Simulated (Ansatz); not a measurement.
Consider the formal loss of a carbene: `CC(C)CCC(C)(C)C` → `CC(C)CCC(C)C` + `[CH2]` (triplet).

Isolated molecules relaxed with PBE0-D4/def2-TZVP in Ansatz; ΔE leaves out vibrations. CCSD(T)/CBS is the MP2 limit (def2-TZVPP, def2-QZVPP) plus CCSD(T) − MP2 in def2-TZVPP, frozen cores. This one scheme is used for every species. Functionals use def2-TZVPP. HSE06 is defined as in plane-wave codes. Triplets are unrestricted, without spin–orbit coupling. One conformer a species, not always the lowest.

`CC(C)CCC(C)(C)C`:

Z-matrix (Å, degrees):
```
C
C 1 1.522
H 1 1.093 2 110.9
H 1 1.092 2 112.2 3 120.4
H 1 1.095 2 110.5 3 -119.3
C 2 1.527 1 112.4 3 178.5
C 2 1.522 1 110.4 3 54.9
H 2 1.099 1 108.0 3 -63.0
C 6 1.520 2 114.2 1 62.9
H 6 1.097 2 108.3 1 -60.2
H 6 1.095 2 108.0 1 -174.8
H 7 1.095 2 110.6 1 62.2
H 7 1.093 2 111.4 1 -57.4
H 7 1.093 2 111.4 1 -178.0
C 9 1.536 6 116.6 2 173.9
H 9 1.096 6 109.4 2 -63.8
H 9 1.098 6 108.7 2 51.6
C 15 1.526 9 110.7 6 59.2
C 15 1.527 9 111.0 6 -62.7
C 15 1.527 9 107.9 6 178.3
H 18 1.094 15 111.0 9 55.6
H 18 1.094 15 110.6 9 175.3
H 18 1.092 15 111.7 9 -65.0
H 19 1.094 15 111.0 9 -56.3
H 19 1.092 15 111.9 9 64.5
H 19 1.094 15 110.5 9 -175.8
H 20 1.094 15 111.0 9 59.6
H 20 1.094 15 111.0 9 179.6
H 20 1.094 15 111.0 9 -60.3
```

`CC(C)CCC(C)C`:

Z-matrix (Å, degrees):
```
C
C 1 1.522
H 1 1.093 2 111.0
H 1 1.092 2 112.1 3 -120.4
H 1 1.095 2 110.5 3 119.3
C 2 1.526 1 112.2 3 -178.6
C 2 1.522 1 110.5 3 -54.9
H 2 1.099 1 108.0 3 63.1
C 6 1.520 2 114.7 1 -62.4
H 6 1.097 2 108.3 1 61.1
H 6 1.097 2 108.5 1 175.8
H 7 1.093 2 111.4 1 178.2
H 7 1.095 2 110.6 1 -62.1
H 7 1.093 2 111.4 1 57.6
C 9 1.526 6 114.7 2 -171.0
H 9 1.097 6 108.7 2 -49.4
H 9 1.097 6 110.2 2 66.4
C 15 1.522 9 112.2 6 -62.4
C 15 1.522 9 110.4 6 173.9
H 15 1.099 9 107.6 6 56.2
H 18 1.095 15 110.5 9 -59.2
H 18 1.092 15 112.1 9 61.1
H 18 1.093 15 111.0 9 -178.5
H 19 1.093 15 111.4 9 -177.7
H 19 1.093 15 111.4 9 -57.1
H 19 1.095 15 110.6 9 62.6
```

`[CH2]` (triplet):

Z-matrix (Å, degrees):
```
C
H 1 1.079
H 1 1.079 2 134.9
```

```tsv
species	HSE06-D4 energy (Eh)
`CC(C)CCC(C)(C)C`	-354.70010
`CC(C)CCC(C)C`	-315.42063
`[CH2]` (triplet)	-39.11361
```

Q: Work out ΔE.

A: ΔE = (-315.42063) + (-39.11361) − (-354.70010) = 0.16586 Eh = +104.1 kcal/mol. CCSD(T)/CBS gives +105.8 kcal/mol.

Largest T1 diagnostic among the species: 0.011.

The D4 term adds +4.2 kcal/mol with B3LYP and +2.4 kcal/mol with PBE0; it sums over pairs of atoms, weighted by their polarisabilities, and B3LYP, whose exchange is more repulsive, gets the larger term. At CCSD(T), def2-SVP lies −3.7 kcal/mol from the extrapolated value and def2-TZVPP −2.5 kcal/mol. From PBE to PBE0 (25 % exact exchange), in def2-TZVPP and without D4, ΔE moves by −1.5 kcal/mol.

B3LYP here is the variant with VWN-RPA as its local correlation; programs differ in this.
